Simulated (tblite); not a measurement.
Species: C6H16OSSi.
Numbering: `[CH3:1][CH2:2][C@@H:3]([CH3:4])[Si@@H:5]([O:6][CH3:7])[S:8][CH3:9]` (hydrogens: H10, H11, H12 on C1; H13, H14 on C2; H15 on C3; H16, H17, H18 on C4; H19 on Si5; H20, H21, H22 on C7; H23, H24, H25 on C9)

Computed with GFN2-xTB (tblite), gas phase: L-BFGS steps from a force-field or distance-geometry start until the largest atomic force falls under 0.01 eV/Å.

Geometry at step 23:
```
atom  x, y, z in Å
C1      3.2784   -0.7830    0.2910
C2      1.7892   -0.8454    0.6616
C3      0.9564    0.3759    0.2593
C4      1.1462    0.6932   -1.2239
Si5    -0.8636    0.0799    0.7666
O6     -2.0048    1.0363    0.1047
C7     -2.1860    2.4097    0.3116
S8     -1.2438   -1.9484    0.1783
C9     -2.8402   -1.9856   -0.6906
H10     3.8870   -1.1631    1.1086
H11     3.6398    0.2192    0.0740
H12     3.4895   -1.3862   -0.5875
H13     1.6980   -0.9725    1.7387
H14     1.3393   -1.7425    0.2310
H15     1.3398    1.2331    0.8215
H16     0.3757    1.3624   -1.6034
H17     2.1015    1.1903   -1.3663
H18     1.1522   -0.2180   -1.8174
H19    -0.9325    0.1408    2.2305
H20    -3.0133    2.7647   -0.3025
H21    -2.3996    2.6326    1.3567
H22    -1.3003    2.9742    0.0275
H23    -2.9549   -3.0049   -1.0518
H24    -2.8254   -1.2791   -1.5155
H25    -3.6396   -1.7594    0.0064
```

**Question.** What forces act on the atoms?

**Answer.** 
```
atom  Fx (eV/Å)  Fy (eV/Å)  Fz (eV/Å)
  C1      0.096     -0.042     -0.032
  C2      0.104     -0.039      0.134
  C3      0.077      0.038     -0.051
  C4      0.075      0.066     -0.112
 Si5      0.019     -0.006      0.017
  O6      0.056     -0.043     -0.013
  C7      0.066      0.082     -0.037
  S8     -0.022     -0.014     -0.057
  C9     -0.106      0.005      0.015
 H10     -0.027     -0.083     -0.021
 H11     -0.220      0.117      0.116
 H12     -0.038     -0.029     -0.039
 H13      0.008      0.077      0.159
 H14      0.073      0.060     -0.118
 H15     -0.007      0.061      0.080
 H16     -0.058     -0.056      0.020
 H17      0.090      0.000     -0.127
 H18     -0.139      0.012      0.020
 H19     -0.093      0.012      0.010
 H20     -0.093     -0.204     -0.029
 H21     -0.037     -0.122      0.081
 H22      0.203     -0.023     -0.038
 H23      0.015      0.100     -0.050
 H24     -0.025     -0.058      0.076
 H25     -0.013      0.088     -0.006
```

The largest, 0.27 eV/Å, acts on H11; the rms over all components is 0.079 eV/Å. The forces sum to zero within rounding, as they must for an isolated molecule in no field.

**Question.** Give the force on H11 in Eh/bohr and in nN.

**Answer.** 0.275 eV/Å ÷ 51.422 = 0.00535 Eh/bohr, and 0.275 eV/Å × 1.602 = 0.44 nN.

**Question.** How far is this geometry from the end of the optimisation?

**Answer.** 0.251 eV above it, and 0.510 Å rms away after alignment. The bonds farthest from their final lengths, with half the difference of the two atoms' forces along the bond (positive lengthens):

```json
{"bond": "Si5–S8", "now (Å)": "2.146", "final (Å)": "2.135", "force along bond (eV/Å)": "+0.02"}
{"bond": "C1–C2", "now (Å)": "1.536", "final (Å)": "1.525", "force along bond (eV/Å)": "+0.02"}
{"bond": "C3–Si5", "now (Å)": "1.912", "final (Å)": "1.906", "force along bond (eV/Å)": "+0.04"}
{"bond": "C2–H13", "now (Å)": "1.088", "final (Å)": "1.092", "force along bond (eV/Å)": "+0.01"}
{"bond": "Si5–O6", "now (Å)": "1.629", "final (Å)": "1.626", "force along bond (eV/Å)": "-0.02"}
{"bond": "C7–H22", "now (Å)": "1.088", "final (Å)": "1.091", "force along bond (eV/Å)": "+0.03"}
```

The angle farthest from its final value is Si5–S8–C9, 107.8° against 100.5°.

Of the 2 listed bonds off by 0.010 Å or more, this force points towards the final length in 0.

The cost below is that of the whole relaxation. On an Arm Neoverse V1 with one thread, shared host, this took 1.9 s.
